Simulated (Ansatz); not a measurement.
Cost and result for the atomization energy of C$_{2}$H$_{8}$N$_{2}$Si (`C/N=C/N[SiH3]`) (13 atoms, 12 bonds).

```xyz
13

C     0.414    0.794    2.075
N     0.261    0.155    0.799
C    -0.494    0.689   -0.063
N    -0.658    0.102   -1.285
Si    0.187   -1.386   -1.636
H    -0.169    1.722    2.170
H     0.106    0.113    2.874
H     1.467    1.032    2.251
H    -1.048    1.623    0.107
H    -1.266    0.559   -1.940
H    -0.226   -2.484   -0.731
H    -0.232   -1.708   -3.027
H     1.658   -1.211   -1.594
```

Charge 0, multiplicity 1. Geometry: relaxed with PBE0-D4/def2-TZVP. It is one conformer, not always the lowest. Program: Ansatz. All runs use 4 threads of an Arm Neoverse V1 on a shared host. Times are those of one run each, without the atoms' runs, and a repeat can differ threefold. Electronic energies, without spin–orbit coupling; frozen cores. CCSD(T)/CBS adds CCSD(T) − MP2 in def2-TZVPP to the MP2 limit, and its time is that of the two runs behind it. T1 = 0.013. B3LYP takes the VWN-RPA correlation (the form of Gaussian; ORCA's B3LYP/G).

CCSD(T)/CBS is a level of theory with its own doubt, some kJ/mol a heavy atom from the limit and from the frozen cores, so smaller differences don't rank the functionals.

```
                             level  functions  wall time  atomization (kcal/mol)  difference from CCSD(T)/CBS  per bond
   PBE-D4/def2-TZVPP (with forces)        278      2.9 s                  1161.7                         26.5       2.2
                PBE0-D4/def2-TZVPP        278      3.2 s                  1138.9                          3.7       0.3
r2SCAN-D4/def2-TZVPP (with forces)        278      5.5 s                  1134.7                         -0.5       0.0
 B3LYP-D4/def2-TZVPP (with forces)        278      5.5 s                  1143.8                          8.6       0.7
                 B2PLYP/def2-TZVPP        278      6.5 s                  1127.3                         -7.9      -0.7
                ωB97X-V/def2-TZVPP        278      8.5 s                  1143.3                          8.1       0.7
  ωB97M-V/def2-TZVPP (with forces)        278       13 s                  1141.8                          6.6       0.6
                    MP2/def2-QZVPP        538       29 s                  1133.8                         -1.4      -0.1
                CCSD(T)/def2-TZVPP        278    3.7 min                  1102.9                        -32.3      -2.7
                 CCSD(T)/CBS(def2)          –    4.2 min                  1135.2                          0.0       0.0
```

In def2-TZVPP, CCSD(T) changes the Hartree–Fock value by +299.5 kcal/mol (the triples alone add +17.3 kcal/mol) and MP2 by +311.1 kcal/mol; breaking electron pairs costs correlation energy, which Hartree–Fock lacks. The D4 term adds +9.6 kcal/mol with B3LYP and +5.1 kcal/mol with PBE0; it sums over pairs of atoms, weighted by their polarisabilities, and B3LYP, whose exchange is more repulsive, gets the larger term. From PBE to PBE0 (25 % exact exchange), in def2-TZVPP and without D4, the atomization energy moves by −21.8 kcal/mol: exact exchange takes away binding that semilocal exchange gives to molecules.
